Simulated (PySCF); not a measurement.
## Two-photon absorption: SMILES CSc1c(B(F)F)c1=O, C4H3BF2OS

Cartesian coordinates in Å; atom numbers follow the order of the lines, from 1:
```xyz
12

C     1.9478    0.8061   -0.1714
S     1.5720   -0.6931   -1.1183
C    -0.0359   -0.9756   -0.7102
C    -1.1245   -0.5525    0.0132
B    -1.6289    0.5089    1.0107
F    -2.8807    0.5441    1.4059
F    -0.8027    1.4167    1.5021
C    -1.2817   -1.7177   -0.7856
O    -1.9125   -2.6360   -1.2190
H     1.8739    0.6112    0.9063
H     1.2667    1.6192   -0.4542
H     2.9791    1.0832   -0.4274
```

Theory: TDDFT CAM-B3LYP/aug-cc-pVDZ excited states, vertical, gas phase (PySCF). Geometry: PBE0-D3(BJ)/def2-SVP.

Problem. How strongly do the lowest singlets absorb one photon, and two photons of half the energy?

Solution. δ for parallel linear polarisation; σ at the peak of a Lorentzian of half width 0.1 eV, single beam; Ω is circular over linear.
| state | E (eV) | f | photon λ (nm) | δ (au) | σ (GM) | Ω | main |
| --- | --- | --- | --- | --- | --- | --- | --- |
| S1 | 3.66 | 0.000 | 678 | 0.53 | 0.00 | 1.23 | HOMO→LUMO 0.97 |
| S2 | 4.92 | 0.233 | 504 | 241 | 2.14 | 0.53 | HOMO−1→LUMO 0.96 |
| S3 | 5.53 | 0.000 | 449 | 0.39 | 0.00 | 1.05 | HOMO→LUMO+7 0.46, HOMO→LUMO+8 0.32 |
| S4 | 6.14 | 0.000 | 404 | 34.6 | 0.48 | 1.50 | HOMO−1→LUMO+1 0.65, HOMO−1→LUMO+6 0.13 |
| S5 | 6.21 | 0.001 | 399 | 7.51 | 0.11 | 1.07 | HOMO→LUMO+1 0.56, HOMO→LUMO+3 0.17 |
| S6 | 6.27 | 0.000 | 396 | 0.64 | 0.01 | 1.09 | HOMO−3→LUMO 0.88 |

Among these, the strongest one-photon state is S2, the strongest two-photon state S2, with a dipole change of 2.9 D (relaxed, norm of the difference vector).
